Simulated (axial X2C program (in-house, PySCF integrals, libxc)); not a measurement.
# Potential curves of NaTi⁺, with spin–orbit coupling

Calculated with an in-house relativistic program for diatomic molecules. Two-component (2c) means X2C with spin–orbit coupling and atomic mean-field two-electron Coulomb and Gaunt terms. Basis: Ti dyall-cv3z [10s10p6d4f2g], Na dyall-cv3z [9s8p5d2f] (cores contracted in-house); Gaussian nuclei, density fitting, unrestricted open shells. Masses: Ti 47.948 u, Na 22.990 u.

State: Ω = 1 (⟨Sz⟩ = 1.00, ⟨Lz⟩ = 0.00 at PBE0). Energies in eV from the lowest point of each curve. Fits are polynomials in 1 − R0/R over 0.85 to 1.23 times the lowest point R0.

```csv
R (Å),PBE0,CCSD(T)
2.8675,0.1436,
2.9994,0.0609,0.1187
3.0982,0.0245,0.0640
3.1971,0.0054,0.0284
3.2960,0.0000,0.0081
3.4114,0.0069,0.0000
3.5267,0.0249,0.0048
3.6750,0.0590,0.0250
3.8563,0.1118,
4.1200,0.1978,
```

Correlated methods: 4 electrons correlated (number of frozen shells: Ti 3 s, 2 p; Na 2 s, 1 p), 304 virtual spin orbitals or spinors in MP2, 75 natural virtuals in coupled cluster.

The state is one determinant whose occupation by symmetry is held fixed; it was picked as the lowest of a PBE0 search that is not exhaustive. Density functionals use the spin component along the axis (collinear). CCSD and (T) use frozen natural virtuals with an MP2 correction for the truncation; (T) itself is uncorrected, so its De runs slightly low. PBE0 can misorder states that lie within some tenths of an eV, so this need not be the ground state of the molecule. The nearest other 2c determinant of the search, Ω = 2, lies 0.10 eV up at the distance of the search. With several unpaired electrons one determinant need not be a pure state. The outer-core s and p shells of the metal are frozen in the correlated rows, which leaves out core–valence correlation; for alkali and alkaline-earth bonds that tends to lengthen them. Open-shell Ω = 0 determinants with evenly filled partner blocks cannot be reached by this program, so the Ω shown need not be the lowest component. This is the Ω = 1 component of a π² triplet; the 0⁺ component is not one determinant and can lie lowest. Coupled cluster ran on the points near the minimum only. MP2 and coupled cluster on one determinant become unreliable at the stretched end.

(1) Fit the PBE0 curve near its minimum: give the equilibrium distance and the harmonic wavenumber.

(2) Fit the CCSD(T) curve near its minimum: give the equilibrium distance and the harmonic wavenumber.

Results:

(1) At PBE0, 2c: Re = 3.293 Å, ωe ≈ 139 cm⁻¹; Be follows as 0.1 cm⁻¹.

(2) At CCSD(T), 2c: Re = 3.421 Å, ωe ≈ 129 cm⁻¹; Be follows as 0.0927 cm⁻¹.
